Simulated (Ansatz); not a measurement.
Computed with Ansatz on PBE0-D4/def2-TZVP structures; ΔE is electronic, products minus reactants. CCSD(T)/CBS is the MP2 limit (def2-TZVPP, def2-QZVPP) plus CCSD(T) − MP2 in def2-TZVPP, frozen cores. def2 core potentials past Kr. For Te outer-core shells are correlated without core-valence functions, which leaves a few kJ/mol of doubt a bond. Each species was taken in one conformer, which may not be the lowest.

`[SiH3]C1[SiH2][Te]1` + `O[SiH2]S` → `O[SiH2]S[SiH3]` + `C1[SiH2][Te]1`  (ligand exchange at the Si–C bond)

| species | CCSD/CBS(def2) energy (Eh) |
| --- | --- |
| `[SiH3]C1[SiH2][Te]1` | -887.51320 |
| `O[SiH2]S` | -764.48557 |
| `O[SiH2]S[SiH3]` | -1054.78327 |
| `C1[SiH2][Te]1` | -597.23157 |

Question: Work out ΔE.

Answer: ΔE = (-1054.78327) + (-597.23157) − (-887.51320) − (-764.48557) = -0.01607 Eh = -42.2 kJ/mol. CCSD(T)/CBS gives -41.6 kJ/mol.

Largest T1 diagnostic among the species: 0.012.

In def2-TZVPP, CCSD(T) changes the Hartree–Fock value by +7.5 kJ/mol (the triples alone add +0.6 kJ/mol) and MP2 by +7.5 kJ/mol.
